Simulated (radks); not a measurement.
Task: The potassium ion K+, [Ar]. Method: non-relativistic Kohn-Sham, exchange-only B88, spin-polarised, spherical densities, point nucleus; computed with a radial shooting solver on a logarithmic mesh with Libxc functionals. Every spin shell is full or empty, so the densities are truly spherical. Functionals are evaluated on that one density, not self-consistently. Rank these exchange functionals by their error against the exact value of the orbitals, and give that value: LDA, PBE, PW91, PW86, WC, AM05, SOGGA, B86b, G96, revTPSS, r2SCAN, MS2, Tao-Mo, TASK, MVS.

Result: Exact: -32.5363 hartree. From best to worst, with 100 (|E| - |E exact|)/|E exact| (equal figures are ties): MS2 +0.01, r2SCAN +0.02, B86b +0.04, G96 +0.09, PW91 -0.13, MVS -0.17, Tao-Mo -0.24, PW86 +0.39, revTPSS -0.55, PBE -0.56, WC -1.50, TASK -2.91, SOGGA -3.38, AM05 -6.64, LDA -7.51.
